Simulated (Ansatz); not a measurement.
`C[O][Ti]([F])([F])[F]`, relaxed with RKS PBE-D4/def2-SVP in the Gaussian-basis code of Ansatz from a rough embedded geometry. The force threshold is 0.03 eV/Å; the program also tests the step.

Charge 0, multiplicity 1.

Start:

```xyz
9

C     1.445    0.118    0.097
O     0.596   -0.881   -0.379
Ti   -1.274   -0.243   -0.112
F    -1.572    0.006    1.687
F    -2.471   -1.624   -0.751
F    -1.548    1.358   -1.141
H     1.197    1.060   -0.500
H     1.154    0.301    1.143
H     2.473   -0.095   -0.044
```

| step | energy (eV) | largest force (eV/Å) | largest move (Å) |
| --- | --- | --- | --- |
| 1 | -34376.2126 | 2.762 | 0.000 |
| 2 | -34377.6234 | 0.958 | 0.172 |
| 3 | -34377.7596 | 0.517 | 0.111 |
| 4 | -34377.7968 | 0.306 | 0.083 |
| 5 | -34377.8364 | 0.285 | 0.199 |
| 6 | -34377.8731 | 0.093 | 0.200 |
| 7 | -34377.8846 | 0.065 | 0.138 |
| 8 (rejected) | -34377.8754 | 0.541 | 0.171 |
| 9 | -34377.8877 | 0.011 | 0.083 |
| 10 | -34377.8883 | 0.151 | 0.098 |
| 11 | -34377.8889 | 0.057 | 0.019 |
| 12 | -34377.8896 | 0.003 | 0.027 |
| 13 | -34377.8897 | 0.019 | 0.030 |

End:

```xyz
9

C     1.605    0.194    0.116
O     0.223    0.016    0.008
Ti   -1.512   -0.185   -0.111
F    -2.224   -0.090    1.494
F    -1.877   -1.751   -0.822
F    -2.181    1.088   -1.123
H     1.922    1.110   -0.429
H     1.900    0.298    1.183
H     2.142   -0.678   -0.316
```

It took 23 s on 4 threads of an Arm Neoverse V1 on a shared host, with 0.18 GiB of host memory at the peak.
